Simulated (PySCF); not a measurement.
Energy of Ni(2+) (nickel, charge +2) between two integer charges

The 3d beta orbital of [Ar] 3d8 is emptied in steps (occupation f), with all orbitals relaxed, ending at [Ar] 3d7. All numbers are calculated (PySCF 2.14, scalar relativity by spin-free X2C-1e, in aug-cc-pVTZ-DK). The exact energy is a straight line in f; departures are measured from the line between the end points of the same method.

```tsv
f	UHF (eV)	LDA (eV)	PBE (eV)
1	0.000	0.000	0.000
0.75	0.645	-1.667	-1.618
0.5	0.820	-2.247	-2.178
0.25	0.588	-1.703	-1.647
0	0.000	0.000	0.000
```

Problem. For UHF, how does the orbital energy at f = 1 compare with the removal energy?

Solution. −ε = 36.756 eV against a total-energy difference of 33.142 eV. By Janak's theorem ε = ∂E/∂f, so the gap between them reflects the curvature. Along the path −ε is 34.737 (f = 0.75), 32.989 (f = 0.5), 31.469 (f = 0.25) eV.

```tsv
method	E(f=0) − E(f=1) (eV)	−ε at f=1 (eV)	−ε at f=0.5 (eV)
UHF	33.142	36.756	32.989
LDA	36.574	27.790	36.478
PBE	36.155	27.612	36.079
```

Reference removal energy between the ground levels: 35.187 ± 0.019 eV (measured; NIST Atomic Spectra Database, ionization energies). The calculation has no spin-orbit coupling. The determinant left behind need not be the lowest term of the ion. UHF lacks correlation.
